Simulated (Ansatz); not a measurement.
`C[SiH2]S[SiH2]F` → `[CH2]` (triplet) + `F[SiH2]S[SiH3]` at 600 K and 1 bar (formal loss of a carbene).

Isolated molecules relaxed with PBE0-D4/def2-TZVP in Ansatz; ΔE leaves out vibrations. CBS: MP2 limit from def2 TZ/QZ plus the TZ coupled-cluster correction, frozen cores. This one scheme is used for every species. Triplets are unrestricted, without spin–orbit coupling. Each species was taken in one conformer, which may not be the lowest.

```tsv
species	CCSD(T)/CBS energy (Eh)	H − E (kJ/mol)	S (J/(mol·K))
`C[SiH2]S[SiH2]F`	-1118.12196	275.2	499.1
`[CH2]` (triplet)	-39.09499	66.5	220.8
`F[SiH2]S[SiH3]`	-1078.84190	184.4	442.7
```

H − E and S are ideal-gas, rigid-rotor, harmonic terms from PBE0-D4/def2-TZVP, for one conformer and one mirror image of each species, with the whole ground term of open shells counted as degenerate. 1 Eh = 2625.50 kJ/mol, R = 8.31446 J/(mol·K).

**Question.** By hand: ΔE, ΔH, ΔS and ΔG.

**Answer.** ΔE = (-39.09499) + (-1078.84190) − (-1118.12196) = 0.18507 Eh = 485.9 kJ/mol. Δ(H − E) = 66.5 + 184.4 − 275.2 = -24.3, so ΔH = 461.6 kJ/mol. ΔS = 220.8 + 442.7 − 499.1 = 164.4 J/(mol·K). ΔG = 461.6 − 600 × (164.4)/1000 = 363.0 kJ/mol.

**Question.** By hand: the equilibrium constant, and the temperature at which ΔG would vanish if ΔH and ΔS stayed fixed.

**Answer.** log₁₀ K = −ΔG/(RT ln 10) = -31.6. ΔG = 0 at ΔH/ΔS = 2808 K, far beyond where these terms or the molecules hold.

The number of gas molecules changes by +1, which sets the sign of ΔS. A doubt of 5 kJ/mol in ΔE shifts log₁₀ K by 0.4 here. Other conformers and mirror images would add mixing entropy, several J/(mol·K) or more a flexible species. Modes under 60 cm⁻¹, often nearly free rotors, make the harmonic entropy too high. A triplet takes part, so the spin changes. These are equilibria of isolated gas molecules and say nothing of rates. Largest T1 diagnostic: 0.012 (customary marks: 0.02 for closed shells, 0.045 for open ones).
